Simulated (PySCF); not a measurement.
**SMILES N#C/C(C=O)=C/C=C\[O-], [C$_{6}$H$_{4}$NO$_{2}$]-, charge -1**

Geometry:
```
atom   x (Å)   y (Å)   z (Å)
  N1   2.606   1.906  -1.502
  C2   1.978   1.136  -0.916
  C3   1.190   0.215  -0.213
  C4   1.836  -0.826   0.511
  O5   3.040  -1.039   0.610
  C6  -0.203   0.389  -0.274
  C7  -1.193  -0.359   0.314
  C8  -2.565  -0.048   0.153
  O9  -3.065   0.872  -0.488
 H10   1.129  -1.506   1.036
 H11  -0.551   1.230  -0.867
 H12  -0.958  -1.219   0.925
 H13  -3.247  -0.752   0.694
```

Total charge -1.

Method: quadratic response PBE0/def2-SVPD first hyperpolarisability, Taylor convention, gas phase in PySCF. Geometry: GFN2-xTB.

For a gas-phase anion, states above the detachment energy (about 2.1 eV, taken as minus the energy of the highest occupied orbital) lie in the continuum and depend on the basis.

(1) Give the tensor of the second harmonic β(−2ω;ω,ω) at 800 nm in the axes of these coordinates.

Results:

(1) In au, Taylor convention; rows are the first index (the induced dipole):
```
        xx      yy      zz      xy      xz      yz
x  +3352.4  -399.2  -113.8  +453.2  -475.9  +361.7
y    +31.7  +156.8   +38.1  -244.3  +219.1   -62.0
z   -173.9   -47.4   -75.1  +200.0   -78.9   +41.7
```
Norm of βᵢ = ⅓ Σⱼ (βᵢⱼⱼ + βⱼᵢⱼ + βⱼⱼᵢ): 3051.9 au, hyper-Rayleigh value 1377.2 au.
